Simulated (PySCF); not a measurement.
CH₃Cl₂OSb, SMILES C[O][Sb]([Cl])[Cl].

Geometry: PBE-D3(BJ)/def2-SVP. The def2 effective core potentials stand for the cores of Sb; spin–orbit coupling is left out. Other conformers were not sampled.

Level of theory: PBE-D3(BJ)/def2-SVP (PySCF).

Frequencies are harmonic and unscaled.

```
mode  ν (cm⁻¹)  IR (km/mol)  moving atoms (share of kinetic energy)
----  --------  -----------  --------------------------------------
1           77          2.2                 C 42 %, Cl 34 %, H 21 %
2          107          0.2                                  H 94 %
3          111          3.4                 Cl 76 %, C 10 %, Sb 9 %
4          128          5.1        Cl 49 %, C 23 %, Sb 17 %, H 10 %
5          192         12.8                 O 72 %, Cl 12 %, H 11 %
6          282          3.2         O 35 %, C 28 %, H 17 %, Sb 13 %
7          339         63.0                        Cl 75 %, Sb 25 %
8          350         34.3                        Cl 75 %, Sb 24 %
9          529         48.7                 O 70 %, Sb 13 %, C 10 %
10        1049        151.9                          O 51 %, C 46 %
11        1123          0.4                          H 77 %, C 18 %
12        1132          2.2                          H 75 %, C 19 %
13        1399         10.4                           H 89 %, C 9 %
14        1405          7.5                                  H 97 %
15        1426          9.7                                  H 96 %
16        2932         55.3                                  H 98 %
17        3014         19.5                          H 90 %, C 10 %
18        3047         15.0                          H 90 %, C 10 %
```
